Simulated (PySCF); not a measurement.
Al(Cl)2(SeH) (AlCl₂HSe), SMILES [Cl][Al]([Cl])[SeH]. Geometry: PBE-D3(BJ)/def2-SVP. Other conformers were not sampled.

Calculation: PBE-D3(BJ)/def2-SVP (PySCF).

Harmonic wavenumbers (cm⁻¹): 101, 126, 177, 236, 299, 538, 553, 629, 2357. Rotational constants (GHz): 2.138, 1.153, 0.7491; symmetry number 1.

Question: Work out the zero-point energy and the ideal-gas rigid-rotor harmonic-oscillator thermochemistry at 298.15 K and 1 atm.

Answer: ZPE = ½ Σ hcν = ½ × 5017 cm⁻¹ = 30.01 kJ/mol. H − E(el) = 49.04 kJ/mol. Entropy in J/(mol K): translation 173.36, rotation 123.61, vibration 56.73, total 353.70. G − E(el) = -56.41 kJ/mol. Cp = 85.47 J/(mol K). Modes under 150 cm⁻¹ make the vibrational entropy uncertain.
